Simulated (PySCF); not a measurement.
C₂H₉NSi, SMILES CN[SiH2]C. Coordinates come from a PBE-D3(BJ)/def2-SVP optimisation. Other conformers were not sampled.

Level of theory: PBE-D3(BJ)/def2-SVP in PySCF 2.14.0.

Harmonic wavenumbers (cm⁻¹): 80, 121, 153, 197, 294, 441, 487, 649, 687, 719, 766, 845, 904, 927, 1062, 1101, 1135, 1214, 1346, 1379, 1386, 1401, 1417, 1445, 2083, 2158, 2894, 2975, 2981, 3033, 3071, 3084, 3512. Rotational constants (GHz): 9.624, 3.504, 2.871; symmetry number 1.

**Question.** Work out the zero-point energy and the ideal-gas rigid-rotor harmonic-oscillator thermochemistry at 298.15 K and 1 atm.

**Answer.** ZPE = ½ Σ hcν = ½ × 45944 cm⁻¹ = 274.81 kJ/mol. H − E(el) = 296.17 kJ/mol. Entropy in J/(mol K): translation 162.62, rotation 107.15, vibration 70.01, total 339.78. G − E(el) = 194.86 kJ/mol. Cp = 110.72 J/(mol K). Modes under 150 cm⁻¹ make the vibrational entropy uncertain.
